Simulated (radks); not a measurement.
All-electron atom: I in [Kr] 4d10 5s2 5p5 (the NIST ground configuration).

Calculated with a radial shooting solver on a logarithmic mesh with Libxc functionals: scalar-relativistic Kohn-Sham, BLYP, spin-polarised, spherical densities, finite nucleus; open shells are filled with parallel spins first (spin-orbit coupling, left out, can overturn this in heavy ions); Fermi nuclear charge, rms radius 4.75 fm.

Energy parts (Ry):
part                        energy
total                 -14233.67209
kinetic                14940.06419
electron-nucleus      -34438.26434
Hartree                 5627.87317
exchange-correlation    -363.34511

Orbitals (lengths in bohr, moments of r in powers of bohr):
orbital,occ.,eigenvalue (Ry),<1/r>
1s up,1,-2424.508,56.83
1s down,1,-2424.506,56.83
2s up,1,-374.5910,13.02
2s down,1,-374.5899,13.02
2p up,3,-336.2508,12.46
2p down,3,-336.2489,12.46
3s up,1,-75.57417,4.667
3s down,1,-75.57217,4.667
3p up,3,-63.15003,4.437
3p down,3,-63.14775,4.437
3d up,5,-44.53020,4.199
3d down,5,-44.52802,4.200
4s up,1,-13.25044,1.887
4s down,1,-13.24569,1.887
4p up,3,-9.35576,1.728
4p down,3,-9.35093,1.728
4d up,5,-3.68112,1.440
4d down,5,-3.67384,1.441
5s up,1,-1.28861,0.6653
5s down,1,-1.24801,0.6666
5p up,3,-0.52638,0.5241
5p down,2,-0.48680,0.5202

The highest occupied level is 5p down at -6.623 eV. For comparison, the ionisation energy in NIST's Atomic Spectra Database is 10.451 eV (measured). In exact Kohn-Sham theory the highest level is minus the ionisation energy, but local and semilocal functionals leave it too shallow, through self-interaction and a potential that decays too fast; potentials with the right tail come closer.
